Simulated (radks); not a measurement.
The numbers below are computed, except where a source is named.
Effect of the nuclear size on the tin ion Sn2+, [Kr] 4d10 5s2. Level of theory: Dirac Kohn-Sham, BLYP, spin-unpolarised, spherical densities, finite nucleus; Fermi nuclear charge, rms radius 4.6519 fm (a radial shooting solver on a logarithmic mesh with Libxc functionals). The rms radius is varied about that value; shifts are against it.

\begin{tabular}{lrrrrrrrr}
rms radius (fm) & total energy shift (eV) & density at nucleus (e/bohr^3) & 1s1/2 shift (meV) & 2s1/2 shift (meV) & 3p1/2 shift (meV) & 4s1/2 shift (meV) & 4p1/2 shift (meV) & 5s1/2 shift (meV) \\ \hline
4.1588 & -0.827 & 1.945e+05 & -347 & -39.7 & 0.466 & -1.47 & 0.141 & -0.146 \\
4.4426 & -0.361 & 1.926e+05 & -151 & -17.3 & 0.203 & -0.639 & 0.061 & -0.064 \\
4.6519 & 0 & 1.912e+05 & 0.000 & 0.000 & 0.000 & 0.000 & 0.000 & 0.000 \\
4.9357 & 0.511 & 1.895e+05 & 214 & 24.5 & -0.288 & 0.906 & -0.087 & 0.090 \\
5.1357 & 0.887 & 1.883e+05 & 372 & 42.6 & -0.499 & 1.57 & -0.151 & 0.157 \\
\end{tabular}

Slopes of the eigenvalues against <r^2> in GHz/fm^2, as finite differences over the two radii next to the reference (eigenvalue slopes, not the field-shift constants of lines): 1s1/2 19100, 2s1/2 2190, 3p1/2 -25.7, 4s1/2 80.8, 4p1/2 -7.77, 5s1/2 8.07.
